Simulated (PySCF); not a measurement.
# Computed NMR parameters against published values

Geometry:
```tsv
atom	x (Å)	y (Å)	z (Å)
C1	2.383	0.823	0.369
N2	1.460	0.118	-0.470
C3	0.138	-0.048	-0.148
C4	-0.477	0.609	0.930
C5	-1.834	0.400	1.157
C6	-2.546	-0.457	0.322
N7	-1.969	-1.093	-0.699
C8	-0.684	-0.897	-0.924
H9	2.487	0.379	1.379
H10	3.373	0.827	-0.105
H11	2.080	1.876	0.498
H12	1.844	-0.558	-1.115
H13	0.095	1.272	1.582
H14	-2.335	0.901	1.988
H15	-3.614	-0.639	0.480
H16	-0.239	-1.434	-1.774
```

Published estimates (parent shift plus substituent increments) and measurements: δ 13C C3 146.8; C6 137.9; C8 136.2; C5 124.3; C4 117.7 ppm (estimated from measurements, as parent shift plus tabulated substituent increment; solution, not stated per compound (mostly CDCl3 or CCl4); Pretsch, Buehlmann, Badertscher, Structure Determination of Organic Compounds, 4th ed. (2009)).

One computed conformer, non-relativistic Hamiltonian, gas phase, one averaged value for each set of equivalent atoms. PBE0-D3(BJ)/def2-SVP structure; CAM-B3LYP/pcSseg-1 with gauge-including orbitals; PySCF 2.14.0 with density-fitted response routines.

Q: What does the calculation give, and how does it compare?

A: 
Reference values: estimated from measurements, as parent shift plus tabulated substituent increment (solution, not stated per compound (mostly CDCl3 or CCl4); Pretsch, Buehlmann, Badertscher, Structure Determination of Organic Compounds, 4th ed. (2009)).
```json
{"atoms": "C3", "quantity": "δ 13C", "reference": "146.8", "computed": "152.6"}
{"atoms": "C6", "quantity": "δ 13C", "reference": "137.9", "computed": "146.1"}
{"atoms": "C8", "quantity": "δ 13C", "reference": "136.2", "computed": "143.6"}
{"atoms": "C5", "quantity": "δ 13C", "reference": "124.3", "computed": "132.7"}
{"atoms": "C4", "quantity": "δ 13C", "reference": "117.7", "computed": "119.8"}
```

Computed shifts are σ(ref) − σ with the named reference compound (TMS for H and C) calculated as an isolated molecule at the same level.

Q: How far are the unscaled 13C shifts from the references?

A: Mean signed difference +6.38 ppm, mean absolute 6.38 ppm over 5 comparisons; the largest is +8.4 ppm at C5 (aromatic CH).
